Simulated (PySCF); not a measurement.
H2O4P, SMILES [O]P(=O)(O)O, multiplicity 2.

Geometry optimised at PBE0-D3(BJ)/def2-SVP. The isomer is the one that the SMILES or the coordinates give; other isomers of the formula were not compared. The values are those of a single conformer.

The numbers are results of B3LYP/def2-TZVP in PySCF, not measurements.

Question: Estimate the frontier levels, dipole moment and polarisability. (The exact figures need the calculation; the answer reports its results.)

Answer: 
```yaml
"α spin, highest occupied and lowest empty level": -9.30 and -0.42 eV
"β spin, highest occupied and lowest empty level": -8.94 and -5.72 eV
dipole_moment: 3.96 D
quadrupole, principal values (traceless, Buckingham form, about the centre of nuclear charge): -6.31, -0.57, 6.88 D·Å
mean_static_polarisability: 39.1 bohr³ (5.79 Å³)
polarisability_principal_values: 33.0, 34.6, 49.6 bohr³
"⟨S²⟩": 0.760 (pure state 0.75)
```
